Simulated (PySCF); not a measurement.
Compound: C₈H₈.
Numbering: `[CH:1]1=[CH:2][C@H:3]2[C@H:4]3[CH:5]=[CH:6][C@@H:7]1[C@@H:8]23` (hydrogens: H9 on C1; H10 on C2; H11 on C3; H12 on C4; H13 on C5; H14 on C6; H15 on C7; H16 on C8)

The same species was optimised twice, with GFN2-xTB and with PBE0-D3(BJ)/def2-SVP (PySCF), and the same property calculations (PySCF, gas phase) were run on both structures.

| coordinate | GFN2-xTB | PBE0-D3(BJ)/def2-SVP | change |
| --- | --- | --- | --- |
| C3–C4 (Å) | 1.558 | 1.584 | +0.026 |
| C7–C8 (Å) | 1.529 | 1.545 | +0.016 |
| C5=C6 (Å) | 1.334 | 1.345 | +0.011 |
| C1=C2 (Å) | 1.334 | 1.345 | +0.011 |
| C6–C7 (Å) | 1.510 | 1.521 | +0.011 |
| C1–C7 (Å) | 1.510 | 1.521 | +0.011 |
| C2–C3 (Å) | 1.462 | 1.471 | +0.009 |
| C4–C5 (Å) | 1.461 | 1.471 | +0.010 |
| C3–C8 (Å) | 1.501 | 1.495 | -0.006 |
| C4–C8 (Å) | 1.501 | 1.495 | -0.006 |
| C1–C7–C6 (°) | 96.0 | 100.1 | +4.1 |
| C3–C8–C4 (°) | 62.6 | 64.0 | +1.4 |
| C3–C4–C5 (°) | 119.2 | 120.5 | +1.3 |
| C2–C3–C4 (°) | 119.2 | 120.5 | +1.3 |
| C3–C4–C8 (°) | 58.7 | 58.0 | -0.7 |
| C4–C3–C8 (°) | 58.7 | 58.0 | -0.7 |
| C1–C7–C8 (°) | 103.9 | 103.4 | -0.5 |
| C6–C7–C8 (°) | 103.9 | 103.4 | -0.5 |

Rotational constants: A = 3489, B = 3114, C = 2369 MHz (GFN2-xTB) against A = 3489, B = 3011, C = 2279 MHz (PBE0-D3(BJ)/def2-SVP). Point groups within 0.08 Å: Cs and Cs.

On the GFN2-xTB structure: lowest singlet, TDDFT (eV) 5.75 [wB97X-D/def2-SVPD]; isotropic polarisability (au) 79.1 [wB97X-D/def2-SVPD]; HOMO (eV) -8.24 [wB97X-D/def2-SVPD]; LUMO (eV) 1.83 [wB97X-D/def2-SVPD]; dipole (D) 0.23 [wB97X-D/def2-SVPD]; HOMO (eV) -6.44 [PBE0/pcSseg-1]; LUMO (eV) 0.12 [PBE0/pcSseg-1]; dipole (D) 0.23 [PBE0/pcSseg-1]; GIAO shielding of C1/C6 (mean) (ppm) 49.4 [PBE0/pcSseg-1]; GIAO shielding of C2/C5 (mean) (ppm) 61.6 [PBE0/pcSseg-1]; GIAO shielding of C3/C4 (mean) (ppm) 141.2 [PBE0/pcSseg-1]; GIAO shielding of C7 (ppm) 130.9 [PBE0/pcSseg-1]; GIAO shielding of C8 (ppm) 135.0 [PBE0/pcSseg-1].

Problem. What do these properties become on the PBE0-D3(BJ)/def2-SVP structure?

Solution. 
| property | level | on GFN2-xTB | on PBE0-D3(BJ)/def2-SVP | change |
| --- | --- | --- | --- | --- |
| lowest singlet, TDDFT (eV) | wB97X-D/def2-SVPD | 5.75 | 5.80 | +0.05 |
| isotropic polarisability (au) | wB97X-D/def2-SVPD | 79.1 | 81.0 | +1.9 |
| HOMO (eV) | wB97X-D/def2-SVPD | -8.24 | -8.37 | -0.13 |
| LUMO (eV) | wB97X-D/def2-SVPD | 1.83 | 1.80 | -0.03 |
| dipole (D) | wB97X-D/def2-SVPD | 0.23 | 0.23 | 0.00 |
| energy, GFN2-xTB geometry as zero (kcal/mol) | wB97X-D/def2-SVPD | 0.0 | -2.4 | -2.4 |
| HOMO (eV) | PBE0/pcSseg-1 | -6.44 | -6.58 | -0.14 |
| LUMO (eV) | PBE0/pcSseg-1 | 0.12 | 0.09 | -0.03 |
| dipole (D) | PBE0/pcSseg-1 | 0.23 | 0.23 | 0.00 |
| energy, GFN2-xTB geometry as zero (kcal/mol) | PBE0/pcSseg-1 | 0.0 | -1.7 | -1.7 |
| GIAO shielding of C1/C6 (mean) (ppm) | PBE0/pcSseg-1 | 49.4 | 46.3 | -3.1 |
| GIAO shielding of C2/C5 (mean) (ppm) | PBE0/pcSseg-1 | 61.6 | 55.7 | -5.9 |
| GIAO shielding of C3/C4 (mean) (ppm) | PBE0/pcSseg-1 | 141.2 | 139.5 | -1.7 |
| GIAO shielding of C7 (ppm) | PBE0/pcSseg-1 | 130.9 | 128.1 | -2.8 |
| GIAO shielding of C8 (ppm) | PBE0/pcSseg-1 | 135.0 | 133.0 | -2.0 |

The heavy atoms differ by 0.036 Å rms after alignment. Among bonds between heavy atoms C3–C4 changes most (+0.026 Å). Changes are differences of the printed values. Neither structure is proved a minimum here.

wB97X-D is run here without its empirical dispersion term; that term would change no orbital, density or response property at a fixed geometry.
